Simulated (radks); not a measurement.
The numbers below are computed, except where a source is named.
Problem. Excited configurations of the sulfur ion S+: one electron is placed in a higher orbital outside [Ne] 3s2 3p2. The ground configuration is [Ne] 3s2 3p3. Level of theory: non-relativistic Kohn-Sham, PBE, spin-unpolarised, spherical densities, point nucleus (a radial shooting solver on a logarithmic mesh with Libxc functionals). Excitation = E - E(ground); binding = E(ion) - E, where the ion is the core of charge +2; n* = 2/sqrt(2 binding) in atomic units, and the quantum defect is n - n*.

outer orbital  excitation (eV)  binding (eV)     n*  quantum defect  eigenvalue (eV)  <r> (bohr)
4s                      12.718         9.578  2.384           1.616           -7.356       4.426
6s                      19.300         2.996  4.262           1.738           -2.414       14.16
6p                      19.692         2.604  4.572           1.428           -2.087       15.90
6d                      20.297         1.998  5.219           0.781           -1.591       19.92

Estimate the row for 7f.

Solution. excitation (eV) 21.035; binding (eV) 1.261; n* 6.569; quantum defect 0.431; eigenvalue (eV) -1.012; <r> (bohr) 31.09. The Delta-SCF ionisation energy is 22.296 eV (NIST Atomic Spectra Database: 23.338 eV, measured). Self-interaction in the functional shifts the binding energies and quantum defects, so they are the method's values and not measured ones. Spin polarisation and multiplet splitting are left out, so open shells lie too high by an amount that depends on their filling.

Beside tabulated values, note that spin-unpolarised runs miss the spin-polarisation part of the exchange energy of open shells.
